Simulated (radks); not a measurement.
Results of a calculation; reference values are marked as such.
In43+, configuration [He] 2s2 2p2. Level of theory: Dirac Kohn-Sham, BLYP, spin-unpolarised, spherical densities, finite nucleus; open shells fill j = l - 1/2 first; Fermi nuclear charge, rms radius 4.6156 fm (a radial shooting solver on a logarithmic mesh with Libxc functionals). Some entries of the table are withheld. Estimate them.

| orbital | occ. | eigenvalue (eV) | <r^2> (bohr^2) |
|---|---|---|---|
| 1s1/2 | 2 | -31396.38 | 0.001186 |
| 2s1/2 | 2 | -7277.183 | 0.01755 |
| 2p1/2 | 2 | (1) | (2) |
| 2p3/2 | 0 | (3) | (4) |

Answer. 
(1) 2p1/2 eigenvalue (eV): -7113.024
(2) 2p1/2 <r^2> (bohr^2): 0.01276
(3) 2p3/2 eigenvalue (eV): -6873.946
(4) 2p3/2 <r^2> (bohr^2): 0.01384
